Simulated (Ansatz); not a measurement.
Molecule: MgO, net charge 1, doublet state. 
Geometry from a B3LYP-D3(BJ)/def2-TZVP (Ansatz, an electronic-structure program) optimisation:
```
Mg
O 1 1.8284
```
Charge +1, spin multiplicity 2.

Property: vertical electron affinity (to the triplet state of charge +0; a negative value means that the extra electron is unbound and the number depends on the basis; each state is the SCF solution reached for its spin), in eV. Correlated levels leave the core frozen unless marked. Open shells are spin-unrestricted. Spin-orbit coupling is left out. No relativistic terms. CBS(X,Y): correlation extrapolated as X^-3; Hartree-Fock from the larger set.

| level | program | vertical electron affinity (eV) |
|---|---|---|
| SVWN5/def2-TZVPD | Ansatz | 7.80 |

**Question.** Predict the CCSD(T)/CBS(def2-TZVPPD,def2-QZVPPD) result (Ansatz).

**Answer.** 7.56 eV
